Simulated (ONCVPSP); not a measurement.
# N: one change to an ONCV potential, before and after

ONCVPSP 4.0.1 input, shortened (lines: element, Z, core and valence counts, functional; n l f; lmax; l rc ep ncon nbas qcut; lloc lpopt rc5 dvloc0; l nproj debl; icmod fcfact rcfact), Wu-Cohen, scalar-relativistic:

```
  N 7.00    1    2  -118130      upf
    1    0    2.00
    2    0    1.00
    2    1    4.00
    2
    0    0.75    0.00    4    7   10.40
    1    1.45    0.00    4    8   10.30
    2    1.20    0.39    5    8    6.80
    4    5    0.75    0.00
    0    2    1.90
    1    1    0.90
    2    3    3.80
    0    0.00    0.00
```

All-electron outer shells of the reference configuration (Wu-Cohen, scalar-relativistic, ld1.x):

```csv
shell,level (eV),outermost node (bohr),outermost maximum (bohr)
1s,-384.76,–,0.15
2s,-18.92,0.32,1.02
2p,-7.47,–,0.97
```

Change: s: qcut 14; p: qcut 13.9; d: qcut 9.1.

Cutoffs: the cutoffs (Ha) at which the residual kinetic energy of the hardest occupied pseudo-wave falls to 1 and 0.1 mHa per electron; they do not see the model core or the augmentation charge, which bear on the density cutoff. Errors are all-electron minus pseudo energies relative to the spin-unpolarised reference configuration.

Problem. How do hardness, ghosts and transferability respond?

Solution. The potential gets neither clearly harder nor softer (31 Ha and 179 Ha → 67 Ha and 87 Ha); both files keep a bound ghost (s); of the 4 tests that both files solve, the error grows in 1 and shrinks in 0 by more than 15 % and 0.3 meV (median size 82.6 → 75.5 meV).

| quantity | base | changed |
| --- | --- | --- |
| cutoff, loose | 31 Ha | 67 Ha |
| cutoff, tight | 179 Ha | 87 Ha |
| loose cutoff by channel | s 29 Ha, p 31 Ha | s 67 Ha, p 35 Ha |
| bound ghosts | s | s |
| GHOST(+) flags under 300 eV | none | none |
| error for 2s2 2p3, meV [ΔE -11.43 eV] | +4.3 | +9.4 |
| error for 2s2 2p2, meV [ΔE 2.13 eV] | +29 | +31 |
| error for 2s2 2p1, meV [ΔE 30.95 eV] | +136 | +120 |
| error for 2s2 2p0, meV [ΔE 77.94 eV] | +512 | +441 |
| s: phases at 0.76 bohr within 0.05 rad from the reference energy up to (Ha; the scan ends near 5) | to the end of the scan | to the end of the scan |
| p: phases at 1.47 bohr within 0.05 rad from the reference energy up to (Ha; the scan ends near 5) | 2.4 | 2.6 |
| d: phases at 1.22 bohr within 0.05 rad from the reference energy up to (Ha; the scan ends near 5) | to the end of the scan | to the end of the scan |

 A true bound ghost makes a file unfit for plane-wave use even where its test errors are small: the radial tests pick states by their node count and pass the ghost by.
